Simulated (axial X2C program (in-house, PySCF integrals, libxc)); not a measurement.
**Worked dissociation energy of RuP⁺: PBEsol, scalar-relativistic**

Calculated with an in-house all-electron X2C program for linear molecules (integrals from PySCF). Spin-free means the one-electron spin-free X2C Hamiltonian. Basis: Ru dyall-cv3z [12s12p8d5f3g], P dyall-v3z [8s7p2d1f] (cores contracted in-house); Gaussian nuclei, density fitting, unrestricted open shells. Masses: Ru 101.904 u, P 30.974 u.

Molecular state: M_S = 0, Λ = 0 (closed shell).

| Property | Result |
| --- | --- |
| E(Ru+) (2M_S = 3, M_L = 0) | -4527.316744 hartree |
| E(P) (2M_S = 3, M_L = 0) | -341.348910 hartree |
| E(RuP⁺) at Re | -4868.837594 hartree |
| ωe | 631.5 cm⁻¹ |
| ωexe | 1.59 cm⁻¹ |

Q: Work out De and D0.

A: De = -4527.316744 + (-341.348910) − (-4868.837594) = 0.17194 hartree = 4.679 eV. The zero-point energy is ωe/2 − ωexe/4 = 315 cm⁻¹ = 0.039 eV, so D0 = 4.640 eV.

The closed shell is kept restricted, so the energy runs too high when the bond is stretched far. De is counted from the lowest determinant-based energies of the atoms at the same level, without counterpoise correction. The state is one determinant with fixed occupations, lowest in a PBE0 search at one distance only: followed along the bond, the 2c determinant Ω = 3 reaches 0.92 eV lower at PBE0, at Re = 1.953 Å, so the state shown is not the lowest. At some level and bond length an empty orbital lies below a filled one. With spin–orbit coupling the lowest determinant has another configuration, so this spin-free state is a model.

Each atomic determinant is the lowest at this level and need not be a pure term. Totals compare only within one Hamiltonian and basis.
